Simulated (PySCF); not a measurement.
## TDDFT excited states: C6H13N

C6H13N.
Structure used (GFN2-xTB), in Å, numbered top down from 1:
```xyz
20
C6H13N angstrom
C      3.2680   -0.3364   -0.1108
C      2.2487    0.1277    0.5879
C      0.8997    0.4243    0.0238
C     -0.1722   -0.4527    0.7088
N     -1.5277   -0.3227    0.2204
C     -2.0984    0.9928    0.4037
C     -1.7229   -0.8094   -1.1271
H      3.1917   -0.5177   -1.1707
H      4.2229   -0.5472    0.3396
H      2.3521    0.3017    1.6518
H      0.8973    0.2388   -1.0515
H      0.6598    1.4769    0.1975
H     -0.1866   -0.2186    1.7781
H      0.1134   -1.5031    0.6003
H     -3.1727    0.9344    0.2269
H     -1.9337    1.3165    1.4303
H     -1.6811    1.7497   -0.2782
H     -1.2944   -0.1516   -1.8984
H     -1.2754   -1.7974   -1.2211
H     -2.7936   -0.8956   -1.3144
```

Method used: TDDFT PBE0/def2-SVPD, vertical, gas phase, core orbitals frozen in the response in PySCF 2.14.0, density-fitted response routines.

**Question.** Predict the UV-vis stick spectrum at this level.

**Answer.** 

```
state  E (eV)  λ (nm)  ν̃ (cm⁻¹)       f  |μ| (D)  main configurations (H = HOMO, L = LUMO)
   S1    5.47   226.8      44090   0.079     1.96                                 H→L (97%)
   S2    5.56   223.1      44820   0.013     0.80                               H→L+1 (95%)
   S3    6.23   199.1      50230  0.0056     0.49                               H→L+2 (95%)
   S4    6.42   193.2      51770  0.0045     0.43                               H→L+4 (96%)
   S5    6.46   192.1      52070  0.0062     0.50                               H→L+3 (88%)
   S6    7.05   175.9      56840  0.0090     0.58                               H→L+5 (89%)
```

Triplets, Tamm–Dancoff:

| state | E (eV) | λ (nm) | main configurations (H = HOMO, L = LUMO) |
| --- | --- | --- | --- |
| T1 | 4.38 | 282.8 | H-1→L (70%), H→L (26%) |
| T2 | 5.43 | 228.2 | H→L+1 (65%), H→L (24%) |

The lowest singlet lies at 5.47 eV (227 nm, ultraviolet) and is of moderate strength; its leading configuration is HOMO→LUMO (97%). The lowest level is also the most intense of those listed (f = 0.079). Löwdin shares by element: HOMO nitrogen 53%, carbon 22% or more (atoms not listed hold the other 26%); LUMO carbon 68% or more, hydrogen 13% or more (atoms not listed hold the other 19%). Orbital energies (eV): HOMO-3 -9.60, HOMO-2 -9.56, HOMO-1 -7.60, HOMO -5.95, LUMO 0.37, LUMO+1 0.74, LUMO+2 1.32. The oscillator strengths of these states sum to 0.118; summed over the whole spectrum of an exact calculation they would give the number of electrons, 56 (Thomas–Reiche–Kuhn). The listed states span 1.58 eV, and the widest gap between neighbours is 0.67 eV (S2 to S3). Singlets were solved by full linear response, triplets in the Tamm–Dancoff approximation.

Hardware: Intel Xeon Platinum 8488C, one thread, no GPU (shared host). Cost: 58 s of wall time (grids of density and orbitals included), 0.96 GiB resident at most.

One conformer stands for the species.
